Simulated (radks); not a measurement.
Values are calculated unless marked as measured or tabulated.
Spherical jellium clusters: N electrons in a uniform positive sphere of charge N and radius rs N^(1/3), rs = 3.12 bohr. Level of theory: non-relativistic Kohn-Sham, PBE, spin-polarised, spherical densities (a radial shooting solver with Libxc functionals). Levels are named by radial order and angular momentum (1s, 1p, 1d, 2s, ...), and open shells are averaged over m.

N = 13, configuration 1s2 1p6 1d(up 5, down 0). This is the lowest configuration that the search found. Occupied levels:

| level | occupation | eigenvalue (eV) | <r> (bohr) |
|---|---|---|---|
| 1s up | 1 | -6.7044 | 4.834 |
| 1s down | 1 | -6.3933 | 4.302 |
| 1p up | 3 | -5.1965 | 5.756 |
| 1p down | 3 | -4.5011 | 5.485 |
| 1d up | 5 | -3.3186 | 6.554 |

Energy (eV): total -20.8742, kinetic 36.068, external -730.21, Hartree 355.54, exchange-correlation -58.384, background 376.11.

Electron density:

| r (bohr) | n(r) (e/bohr^3) |
|---|---|
| 0.858 | 0.004884 |
| 1.78 | 0.006008 |
| 2.70 | 0.007470 |
| 3.62 | 0.008657 |
| 4.54 | 0.008871 |
| 5.46 | 0.007657 |
| 6.38 | 0.005304 |
| 7.30 | 0.002857 |
| 8.22 | 0.001234 |
| 9.15 | 0.0004717 |
| 10.1 | 0.0001713 |
| 11.0 | 0.00006146 |
| 11.9 | 0.00002187 |
